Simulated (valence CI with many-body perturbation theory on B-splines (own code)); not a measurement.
Results of a calculation; reference values are marked as such.
**Basis-set convergence for Re LXXI**

Level of theory: relativistic CI+MBPT: three valence electrons over a frozen Dirac-Fock core [He], radial functions for each j: 9 s, 9 p, 8 d, 6 f, 3 g, 1 h, with the one-electron correlation potential Σ1 (screened to all orders), the two-electron term Σ2, the three-electron term Σ3, Breit, model QED; selected single and double excitations, second order for the rest, scaled by the run's own slope (own B-spline code, finite nucleus).

The last digits are not significant, and no measured levels were compared; by estimate large intervals hold to a few tenths of a per cent, small ones and those within an open d or f shell to about a per cent.

The reference run has the lowest level (2s^2 2p1/2) J=1/2 and an ionisation energy of 19416.5 eV. Its largest variational space holds 8519 state functions.

Levels are named by their leading jj configuration (3d3/2^4 stands for four electrons in 3d with j = 3/2), which in mixed levels can hold well under half, so a name can repeat and another be missing. Letters in brackets count levels of one name in rising energy.

Changed runs:
A. basis 6 s, 6 p, 5 d, 3 f, 1 g
B. basis 5 s, 5 p, 4 d, 2 f

Excitation energies of the reference run in eV, and shifts in cm⁻¹:

```csv
Level,Reference,A,B
(2s 2p1/2^2) J=1/2,277.7,-104,-272
(2s^2 2p3/2) J=3/2,1555.6,+67,-32
(2s 2p1/2 2p3/2) J=3/2 [a],1751.5,-121,-628
(2s 2p1/2 2p3/2) J=5/2,1792.5,+191,+7.6
(2s 2p1/2 2p3/2) J=1/2,1866.8,+100,+1.6
(2s 2p1/2 2p3/2) J=3/2 [b],1868.8,+185,+247
(2p1/2^2 2p3/2) J=3/2,2156.5,-80,-262
(2s 2p3/2^2) J=5/2,3324.9,+76,-340
(2s 2p3/2^2) J=1/2,3436.5,+36,-37
(2s 2p3/2^2) J=3/2,3437.1,+181,+146
(2p1/2 2p3/2^2) J=3/2,3661.5,-44,-504
(2p1/2 2p3/2^2) J=5/2,3684.2,+190,+69
Ionisation energy (eV),19416.5,+0.0062,-0.055
```
